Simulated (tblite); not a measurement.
Computed values, GFN2-xTB/tblite, gas phase, harmonic and unscaled. Errors from tens to a few hundred cm⁻¹ against measured bands are possible. Modes of hydrogen on phosphorus and silicon can be 10 to 20 % off. One conformer each. Thermal functions are those of the rigid rotor and harmonic oscillator, without mixing of conformers.

Problem. Order these by their heat capacity Cp at 200 K, highest first (J/(mol K)).
A. `[SiH2]1[Si@H](C(=CO1)C)[SiH3]`
B. `Clc1ccc(-n2nccn2)cc1`
C. `OC1=CC=CC2=CC=CC=C12`
D. `FCCCc1ncon1`
E. `C1CN([P-]CCP)CC1`
F. `CCC1=C(C)C=NN1`

Solution. A (134.6), E (130.0), B (111.4), C (102.7), F (99.5), D (94.3).

```csv
SMILES,atoms,mass (u),symmetry number,modes under 300 cm⁻¹,ZPE (kJ/mol),S translation (J/(mol K)),S rotation,S vibration,S,Cp
CC1=CO[SiH2][Si@H]1[SiH3],17,146.00,1,8,294.4,162.7,118.8,92.4,373.9,134.6
PCC[P-]N1CCCC1,23,162.06,1,9,492.9,164.0,123.1,113.5,400.6,130.0
Clc1ccc(-n2nccn2)cc1,18,179.03,2,6,332.1,165.3,118.5,66.1,349.8,111.4
Oc1cccc2ccccc12,19,144.06,1,4,384.5,162.5,119.2,40.7,322.5,102.7
CCc1[nH]ncc1C,18,110.08,1,6,400.2,159.2,112.9,64.5,336.6,99.5
FCCCc1ncon1,16,130.05,1,5,318.4,161.3,115.0,64.6,340.9,94.3
```

Entropies and Cp are for 200 K and 1 bar.
